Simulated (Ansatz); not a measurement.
Reaction (ligand exchange at a B–Cl bond): `NB(O)Cl` + H₂Se → `NB(O)[SeH]` + HCl

Program: Ansatz. Geometries: PBE0-D4/def2-TZVP. ΔE: electronic, gas phase. CBS: MP2 limit from def2 TZ/QZ plus the TZ coupled-cluster correction, frozen cores. This one scheme is used for every species. Functionals use def2-TZVPP. For Se outer-core shells are correlated without core-valence functions, which leaves a few kJ/mol of doubt a bond. Scalar relativity is left out up to krypton. Each species was taken in one conformer, which may not be the lowest.

```json
{"level": "CAM-B3LYP-D4", "ΔE (kJ/mol)": "51.9"}
{"level": "r2SCANh", "ΔE (kJ/mol)": "51.5"}
```

(1) What does CCSD(T)/CBS give? (An estimate is asked.)

Largest T1 diagnostic among the species: 0.011.

Answers

(1) The calculation gave: +44.7 kJ/mol. The listed levels differ from it by 7.2, 6.8 kJ/mol.

Leaving LDA and LC-ωPBE aside and taking each functional with its dispersion term where it has one, the values, not all of them listed here, spread over 8.7 kJ/mol, from revPBE-D4 to B97M-V. At CCSD(T), def2-SVP lies +14.2 kJ/mol from the extrapolated value and def2-TZVPP +0.6 kJ/mol.
